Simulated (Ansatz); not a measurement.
Born–Oppenheimer molecular dynamics of ClFGeH₂O₂ (7 atoms, charge 0, multiplicity 1). It starts from a relaxed structure.

Level of theory: Ansatz 0.2.0, RHF/def2-SVP.

```yaml
ensemble: NVT, Nosé–Hoover chain
time_step: 0.5 fs
steps_asked: 300
set_temperature: 300 K
thermostat: time constant 100 fs, chain length 1
seed: 144005
```

First frame:

```xyz
7
Properties=species:S:1:pos:R:3
Ge -0.031 -0.053 -0.070
Cl 0.111 -0.114 2.052
O 1.522 -0.165 -0.795
H 2.195 -0.656 -0.347
O -0.810 1.363 -0.654
H -1.755 1.353 -0.716
F -0.993 -1.394 -0.506
```

Problem. How far do the bonds stretch over the last three quarters of this one trajectory? (Pairs bonded in most of those frames.)

Solution. 
| bond | mean (Å) | spread (Å) | shortest | longest |
| --- | --- | --- | --- | --- |
| Ge1–Cl2 | 2.113 | 0.018 | 2.09 | 2.15 |
| Ge1–O3 | 1.727 | 0.007 | 1.71 | 1.74 |
| Ge1–O5 | 1.722 | 0.026 | 1.68 | 1.77 |
| Ge1–F7 | 1.705 | 0.008 | 1.68 | 1.72 |
| O3–H4 | 0.948 | 0.021 | 0.92 | 0.98 |
| O5–H6 | 0.948 | 0.013 | 0.93 | 0.97 |

Mean temperature of the second half: 207 K. The conserved energy stayed within 0.27 meV per atom of its start (net change 0.13 meV per atom), so the integration is sound. The mean temperature of the second half is 31 % below the set value. A run of 0.15 ps of so small a system gives no equilibrium averages.

The run took 13 min on 1 thread of Arm Neoverse V1, on a shared host, peak memory 0.22 GiB.
